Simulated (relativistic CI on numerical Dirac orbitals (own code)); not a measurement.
## I17+: sensitivity of the levels to the model

Base calculation: Dirac-Coulomb-Breit CI, KLI orbitals optimised for each configuration, model QED (radiative potential, 1s self-energy scaled to tabulated hydrogen-like ionisation energies), unscaled Slater integrals.

Configuration list (outside the closed core [Ar] 3d10): 4s²4p⁶, 4s²4p⁵4d, 4s4p⁶4d, 4s²4p⁵4f, 4s4p⁶4f, 4s²4p⁵5s, 4s²4p⁵5p, 4p⁶4d², 4p⁵4d³, 4p⁵4d²4f, 4p⁵4d²5s, 4p⁵4d²5p, 4p⁶4f², 4p⁵4d4f², 4p⁵4f³, 4p⁵4f²5s, 4p⁵4f²5p. Double excitations out of closed p, d and f shells are left out; levels of such configurations are missing from the list, as are those of other unlisted configurations, and high levels can miss mixing partners.

The lowest level and the first level of each name with at least 55 % of one term (blank where a level has no safe partner in the second run):

| Level | Base (cm⁻¹) | Shift (cm⁻¹) |
| --- | --- | --- |
| 4s²4p⁶ ¹S0 | 0 | 0 |
| 4s²4p⁵4d ³P°0 | 612302 | +1061 |
| 4s²4p⁵4d ³P°1 | 624390 | +1061 |
| 4s²4p⁵4d ³F°3 | 645326 | +1064 |
| 4s²4p⁵4d ³F°4 | 650139 | +1064 |
| 4s²4p⁵4d ³D°3 | 690073 | +1062 |
| 4s²4p⁵4d ³D°1 | 726580 | +1061 |
| 4s²4p⁵4d ³F°2 | 751442 | +1064 |
| 4s²4p⁵4d ¹P°1 | 908909 | +1062 |
| 4s4p⁶4d ³D1 | 1191260 | +1620 |
| 4s4p⁶4d ³D2 | 1199470 | +1617 |
| 4s4p⁶4d ³D3 | 1214875 | +1614 |
| 4s4p⁶4d ¹D2 | 1281080 | +1590 |
| 4s²4p⁵4f ³G5 | 1438185 | +1952 |

At this charge energies of transitions that change n are usually good to better than 1 %, and those within a shell (Δn = 0) to a few per cent.

One thing was changed in a second run, which moved the levels as shown. Which?
A. configuration mixing switched off
B. QED terms removed
C. Breit term removed
D. P86 correlation estimate

D. P86 correlation estimate. A correlation estimate moves all levels of a configuration together before mixing; mixed levels move by a weighted share.

LS names give the leading component of a level, which can be under half, so a name can repeat, a term be missing and a line seem to break the LS rules.
